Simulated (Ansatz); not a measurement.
A single point on CH$_{7}$AlOSi, SMILES `CO[SiH2][AlH2]`.

```yaml
crystal:
  periodic: [false, false, false]
  atoms:
    - {symbol: C, position_ang: [0.658438, 1.980611, -0.380575]}
    - {symbol: O, position_ang: [-0.088620, 0.791662, -0.494169]}
    - {symbol: Si, position_ang: [0.220458, -0.519978, 0.465606]}
    - {symbol: Al, position_ang: [-1.348423, -2.320697, -0.117992]}
    - {symbol: H, position_ang: [0.272192, 2.701010, -1.104017]}
    - {symbol: H, position_ang: [1.720375, 1.807703, -0.592870]}
    - {symbol: H, position_ang: [0.571899, 2.413457, 0.623378]}
    - {symbol: H, position_ang: [1.650751, -0.939946, 0.297392]}
    - {symbol: H, position_ang: [0.113207, -0.122519, 1.908177]}
    - {symbol: H, position_ang: [-2.446901, -2.147060, -1.251021]}
    - {symbol: H, position_ang: [-1.257977, -3.701341, 0.666691]}
basis:
  gaussian: {orbitals: def2-QZVPP}
correlation: {method: mp2}
```

```sh
$ ansatz run in.yaml --threads 2 --pin off --events-out ev --progress --plain --max-ram 4352MiB
```

It prints (some lines left out):

```
Functional definition: HF
2728 factors; integrals over basis functions are off by at most 7.8e-4 eV
mean field evaluation 1: about -17622.9635 eV, gradient 3.5e1 eV
mean field evaluation 2: about -17623.0840 eV, gradient 3.5e1 eV
mean field evaluation 4: about -17626.2005 eV, gradient 4.3e0 eV
mean field evaluation 8: about -17626.2664 eV, gradient 2.2e-1 eV
mean field -17626.26664387 eV, -647.7533516495 hartree, gradient 4.4e-6 eV, S^2 0.000000; 0 other end points of the search recorded, 0 dependent functions left out
12 core orbitals not correlated: weight in the atoms' cores, before any rotation towards them, 1.000 or more for the frozen orbitals, at most 0.000 for the correlated occupied ones
reference -17626.26664387 eV, -647.7533516495 hartree; 12, 12 occupied and 440, 440 virtual orbitals, 2728 factors
second order -17.99791289 eV of doubles, -0.00000000 eV of singles
Total energy: -17644.26455676 eV, -648.4147627489 hartree
```

It took 36 s on 2 threads of an Arm Neoverse V1 on a shared host, with 2.5 GiB of host memory at the peak.
